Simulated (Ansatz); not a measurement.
Basis sets compared for SnH3(NHMe) (CH7NSn). Total charge 0; singlet. Geometry B3LYP-D4/def2-SVP. Ansatz on 4 threads of Arm Neoverse N1 on a shared host; times are rough, and most runs start from earlier orbitals.

```xyz
10

Sn   -0.482   -0.996    1.109
H     0.539   -1.949    2.110
H    -1.424    0.116    2.018
H    -1.529   -2.012    0.175
N     0.782    0.150   -0.040
C     0.247    1.059   -1.040
H     1.570   -0.384   -0.402
H    -0.208    0.578   -1.933
H    -0.532    1.699   -0.591
H     1.036    1.740   -1.406
```

In the def2 sets Sn takes a core potential, while STO-3G treats all electrons; there is no spin–orbit coupling.

STO-3G and 6-31G are all-electron sets without relativity, so their totals don't compare with the def2 sets.

Binding counts from free atoms (Sn triplet, H doublet, N quartet, C triplet) in the same basis, without a counterpoise term.

```tsv
level	functions	energy (Eh)	HOMO (eV)	LUMO (eV)	binding per atom (eV)	wall time
HF/STO-3G	44	-6058.5148	-7.07	10.72	3.06	0.35 s
HF/def2-TZVP	154	-309.7428	-9.78	2.32	2.20	1 s
PBE-D4/def2-SVP	89	-311.1148	-4.85	-0.55	3.16	0.95 s
PBE-D4/def2-TZVP (with forces)	154	-311.2384	-5.08	-0.90	3.17	2 s
r2SCAN-D4/def2-TZVP	154	-311.3907	-5.34	-0.51	3.12	3.4 s
PBE0-D4/def2-SVP	89	-311.1420	-6.25	0.28	3.12	1.1 s
PBE0-D4/def2-TZVP	154	-311.2617	-6.43	-0.12	3.12	2.1 s
```

Problem. Estimate the rows for PBE-D4/def2-TZVPD, r2SCAN-D4/def2-TZVPD, PBE0-D4/def2-TZVPD.

Solution. 
```csv
level,functions,energy (Eh),HOMO (eV),LUMO (eV),binding per atom (eV),wall time
PBE-D4/def2-TZVPD,193,-311.2399,-5.14,-0.99,3.17,2.4 s
r2SCAN-D4/def2-TZVPD,193,-311.3919,-5.38,-0.56,3.12,5 s
PBE0-D4/def2-TZVPD,193,-311.2629,-6.47,-0.24,3.12,3.2 s
```
